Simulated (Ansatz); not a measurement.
`[SiH3]C([SiH3])I` + `OB(O)[SiH3]` → `OB([SiH3])O[SiH3]` + `[SiH3]CI`  (ligand exchange at the Si–C bond)

Gas-phase electronic energies from Ansatz, PBE0-D4/def2-TZVP geometries. CCSD(T)/CBS is the MP2 limit (def2-TZVPP, def2-QZVPP) plus CCSD(T) − MP2 in def2-TZVPP, frozen cores. DFT in def2-TZVPP. B3LYP here is the variant with VWN-RPA as its local correlation; programs differ in this. def2 core potentials past Kr. For I outer-core shells are correlated without core-valence functions, which leaves a few kJ/mol of doubt a bond. Each species was taken in one conformer, which may not be the lowest.

```tsv
level	ΔE (kcal/mol)
PBE-D4	-19.5
B2PLYP	-23.8
B3LYP	-24.5
CCSD(T)/def2-TZVPP	-22.2
```

What does CCSD(T)/CBS give? (Best estimate.)

Ansatz gave: -21.9 kcal/mol. The listed levels differ from it by 2.4, -1.9, -2.6, -0.3 kcal/mol.

Largest T1 diagnostic among the species: 0.014.

In def2-TZVPP, CCSD(T) changes the Hartree–Fock value by +6.2 kcal/mol (the triples alone add +0.9 kcal/mol) and MP2 by +6.8 kcal/mol. From PBE to PBE0 (25 % exact exchange), in def2-TZVPP and without D4, ΔE moves by −1.1 kcal/mol.
